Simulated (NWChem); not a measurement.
The numbers come from NWChem runs, not from measurements. System: Cl$_{2}$Si, charge 0, spin multiplicity 1, at a geometry optimised with PBE/def2-SVP. The structure started from a generated list of species. Level: CCSD(T)/cc-pVTZ, 15 core orbitals frozen.

Job file:

```
start mol
memory heap 100 mb stack 700 mb global 1900 mb
geometry units angstroms nocenter noautoz
  Si     0.000000     0.000000    -0.941655
  Cl    -1.640110     0.000000     0.387740
  Cl     1.640110     0.000000     0.387740
  symmetry group C2v
end
basis spherical
  * library cc-pvtz
end
scf
  rhf
  nopen 0
  maxiter 100
  thresh 1e-7
  semidirect memsize 60000000 filesize 0
end
ccsd
  freeze core 15
  maxiter 60
end
task ccsd(t) energy
```

NWChem printed:

```
             Northwest Computational Chemistry Package (NWChem) 7.3.0
             --------------------------------------------------------

                                NWChem Input Module
                                -------------------

 Scaling coordinates for geometry "geometry" by  1.889725989
 (inverse scale =  0.529177249)

 Turning off AUTOSYM since
 SYMMETRY directive was detected!

                             Geometry "geometry" -> ""
                             -------------------------

 Output coordinates in angstroms (scale by  1.889725989 to convert to a.u.)

  No.       Tag          Charge          X              Y              Z
 ---- ---------------- ---------- -------------- -------------- --------------
    1 Si                  14.0000     0.00000000     0.00000000    -0.94165500
    2 Cl                  17.0000    -1.64011000     0.00000000     0.38774000
    3 Cl                  17.0000     1.64011000     0.00000000     0.38774000

 Effective nuclear repulsion energy (a.u.)     165.9319146690

            Nuclear Dipole moment (a.u.)
            ----------------------------
        X                 Y               Z
 ---------------- ---------------- ----------------
     0.0000000000     0.0000000000    -0.0000188973

      Symmetry information
      --------------------

 Group name             C2v
 Group number             16
 Group order               4
 No. of unique centers     2

      Symmetry unique atoms

     1    2


 Summary of "ao basis" -> "" (spherical)
 ------------------------------------------------------------------------------
       Tag                 Description            Shells   Functions and Types
 ---------------- ------------------------------  ------  ---------------------
 *                          cc-pvtz                   on all atoms

 Summary of "ao basis" -> "ao basis" (spherical)
 ------------------------------------------------------------------------------
       Tag                 Description            Shells   Functions and Types
 ---------------- ------------------------------  ------  ---------------------
 Si                         cc-pvtz                 12       34   5s4p2d1f
 Cl                         cc-pvtz                 12       34   5s4p2d1f

                                 NWChem SCF Module
                                 -----------------

  ao basis        = "ao basis"
  functions       =   102
  atoms           =     3
  closed shells   =    24
  open shells     =     0
  charge          =   0.00
  wavefunction    = RHF
  use symmetry    = T
  symmetry adapt  = T

 Summary of "ao basis" -> "ao basis" (spherical)
 ------------------------------------------------------------------------------
       Tag                 Description            Shells   Functions and Types
 ---------------- ------------------------------  ------  ---------------------
 Si                         cc-pvtz                 12       34   5s4p2d1f
 Cl                         cc-pvtz                 12       34   5s4p2d1f

      Symmetry analysis of basis
      --------------------------

        a1         38
        a2         14
        b1         31
        b2         19

 Forming initial guess at       0.0s

      Superposition of Atomic Density Guess
      -------------------------------------

 Sum of atomic energies:       -1207.81385320

      Non-variational initial energy
      ------------------------------

 Total energy =   -1208.137616
 1-e energy   =   -2001.646891
[...]
 ccsd(t): done        3 out of       78 progress:    3.8%
 ccsd(t): done        4 out of       78 progress:    5.1%
 ccsd(t): done        5 out of       78 progress:    6.4%
 ccsd(t): done        6 out of       78 progress:    7.7%
 ccsd(t): done        7 out of       78 progress:    9.0%
 ccsd(t): done        8 out of       78 progress:   10.3%
 ccsd(t): done        9 out of       78 progress:   11.5%
 ccsd(t): done       10 out of       78 progress:   12.8%
 ccsd(t): done       11 out of       78 progress:   14.1%
 ccsd(t): done       12 out of       78 progress:   15.4%
 ccsd(t): done       13 out of       78 progress:   16.7%
 ccsd(t): done       14 out of       78 progress:   17.9%
 ccsd(t): done       15 out of       78 progress:   19.2%
 ccsd(t): done       16 out of       78 progress:   20.5%
 ccsd(t): done       17 out of       78 progress:   21.8%
 ccsd(t): done       18 out of       78 progress:   23.1%
 ccsd(t): done       19 out of       78 progress:   24.4%
 ccsd(t): done       20 out of       78 progress:   25.6%
 ccsd(t): done       21 out of       78 progress:   26.9%
 ccsd(t): done       22 out of       78 progress:   28.2%
 ccsd(t): done       23 out of       78 progress:   29.5%
 ccsd(t): done       24 out of       78 progress:   30.8%
 ccsd(t): done       25 out of       78 progress:   32.1%
 ccsd(t): done       26 out of       78 progress:   33.3%
 ccsd(t): done       27 out of       78 progress:   34.6%
 ccsd(t): done       28 out of       78 progress:   35.9%
 ccsd(t): done       29 out of       78 progress:   37.2%
 ccsd(t): done       30 out of       78 progress:   38.5%
 ccsd(t): done       31 out of       78 progress:   39.7%
 ccsd(t): done       32 out of       78 progress:   41.0%
 ccsd(t): done       33 out of       78 progress:   42.3%
 ccsd(t): done       34 out of       78 progress:   43.6%
 ccsd(t): done       35 out of       78 progress:   44.9%
 ccsd(t): done       36 out of       78 progress:   46.2%
 ccsd(t): done       37 out of       78 progress:   47.4%
 ccsd(t): done       38 out of       78 progress:   48.7%
 ccsd(t): done       39 out of       78 progress:   50.0%
 ccsd(t): done       40 out of       78 progress:   51.3%
 ccsd(t): done       41 out of       78 progress:   52.6%
 ccsd(t): done       42 out of       78 progress:   53.8%
 ccsd(t): done       43 out of       78 progress:   55.1%
 ccsd(t): done       44 out of       78 progress:   56.4%
 ccsd(t): done       45 out of       78 progress:   57.7%
 ccsd(t): done       46 out of       78 progress:   59.0%
 ccsd(t): done       47 out of       78 progress:   60.3%
 ccsd(t): done       48 out of       78 progress:   61.5%
 ccsd(t): done       49 out of       78 progress:   62.8%
 ccsd(t): done       50 out of       78 progress:   64.1%
 ccsd(t): done       51 out of       78 progress:   65.4%
 ccsd(t): done       52 out of       78 progress:   66.7%
 ccsd(t): done       53 out of       78 progress:   67.9%
 ccsd(t): done       54 out of       78 progress:   69.2%
 ccsd(t): done       55 out of       78 progress:   70.5%
 ccsd(t): done       56 out of       78 progress:   71.8%
 ccsd(t): done       57 out of       78 progress:   73.1%
 ccsd(t): done       58 out of       78 progress:   74.4%
 ccsd(t): done       59 out of       78 progress:   75.6%
 ccsd(t): done       60 out of       78 progress:   76.9%
 ccsd(t): done       61 out of       78 progress:   78.2%
 ccsd(t): done       62 out of       78 progress:   79.5%
 ccsd(t): done       63 out of       78 progress:   80.8%
 ccsd(t): done       64 out of       78 progress:   82.1%
 ccsd(t): done       65 out of       78 progress:   83.3%
 ccsd(t): done       66 out of       78 progress:   84.6%
 ccsd(t): done       67 out of       78 progress:   85.9%
 ccsd(t): done       68 out of       78 progress:   87.2%
 ccsd(t): done       69 out of       78 progress:   88.5%
 ccsd(t): done       70 out of       78 progress:   89.7%
 ccsd(t): done       71 out of       78 progress:   91.0%
 ccsd(t): done       72 out of       78 progress:   92.3%
 ccsd(t): done       73 out of       78 progress:   93.6%
 ccsd(t): done       74 out of       78 progress:   94.9%
 ccsd(t): done       75 out of       78 progress:   96.2%
 ccsd(t): done       76 out of       78 progress:   97.4%
 ccsd(t): done       77 out of       78 progress:   98.7%
 ccsd(t): done       78 out of       78 progress:  100.0%
 Time for integral evaluation pass     1        6.71
 Time for triples evaluation pass      1        3.74

 pseudo-e(mp4)  -0.23953628536154E-01
 pseudo-e(mp5)   0.47304927657962E-03
        e(t)    -0.23480579259574E-01

 --------------
 CCSD(T) Energy
 --------------
 Reference energy:                   -1208.054720892822843

 CCSD corr. energy:                     -0.509075734988243
 T(CCSD) corr. energy:                  -0.023953628536154
 Total CCSD+T(CCSD) energy:          -1208.587750256347135

 CCSD corr. energy:                     -0.509075734988243
 (T) corr. energy:                      -0.023480579259574
 Total CCSD(T) energy:               -1208.587277207070656

 routine      calls  cpu(0)   cpu-min  cpu-ave  cpu-max   i/o
 aoccsd          1     0.01     0.01     0.01     0.01    0.00
 iterdrv         1     0.01     0.01     0.01     0.01    0.00
 pampt          13     0.05     0.05     0.05     0.05    0.00
 t2pm           13     0.12     0.12     0.12     0.12    0.00
 sxy            13     0.41     0.41     0.41     0.41    0.00
 ints      5743998   127.03   127.03   127.03   127.03    0.00
 t2eri        8658     9.11     9.11     9.11     9.11    0.00
 idx2         8658     0.66     0.66     0.66     0.66    0.00
 idx34          13     0.07     0.07     0.07     0.07    0.00
 ht2pm          13     0.15     0.15     0.15     0.15    0.00
 itm            13     0.90     0.90     0.90     0.90    0.00
 pdiis          13     0.02     0.02     0.02     0.02    0.00
 triples         1     0.00     0.00     0.00     0.00    0.00
 rdtrpo          1     0.01     0.01     0.01     0.01    0.00
 trpmos          1     6.71     6.71     6.71     6.71    0.00
 trpdrv          1     0.41     0.41     0.41     0.41    0.00
 dovvv       63180     1.97     1.97     1.97     1.97    0.00
 doooo       63180     0.31     0.31     0.31     0.31    0.00
 tengy       56862     1.03     1.03     1.03     1.03    0.00
 Total               148.97   148.97   148.97   148.97    0.00

 Task  times  cpu:      162.2s     wall:      162.2s

 Total times  cpu:      162.2s     wall:      162.2s
```
